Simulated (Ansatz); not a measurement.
The cluster B₄P₅⁻. Charge -1, multiplicity 1. Geometry B3LYP-D4/def2-SVPD; atoms count from 1.

Cartesian coordinates in Å:
```
B 0.356 0.937 0.476
B 1.826 1.008 -0.068
B 1.022 -0.367 -0.696
B -1.627 -0.255 -0.339
P 2.769 -0.016 -1.214
P -1.492 1.586 0.164
P -0.441 -1.531 -1.142
P -1.604 -1.663 0.904
P -0.808 0.302 1.915
```

The structure comes from a short search, and lower isomers may exist.

(1) Estimate the Mulliken populations from the PBE0/def2-TZVPD orbitals of Ansatz.

(2) And the Mayer bond orders between bonded heavy atoms (over 0.3)?

Answers

(1) 
```tsv
atom	charge (e)
B1	0.64
B2	0.18
B3	0.13
B4	0.64
P5	-0.59
P6	-0.60
P7	-0.53
P8	-0.42
P9	-0.44
```
Mulliken values and Mayer orders depend strongly on the basis. With diffuse functions, as here, like atoms can get unlike values, and bond orders can come out too low or too high.

(2) B1–B2 0.86 (1.57 Å); B1–B3 0.57 (1.88 Å); B2–B3 0.47 (1.71 Å); B2–P5 1.12 (1.80 Å); B3–P5 0.98 (1.86 Å); B3–P7 0.86 (1.92 Å); B4–P6 0.74 (1.91 Å); B4–P7 0.60 (1.92 Å); B4–P8 0.68 (1.88 Å); P6–P9 1.21 (2.28 Å); P7–P8 0.91 (2.36 Å); P8–P9 0.88 (2.35 Å).
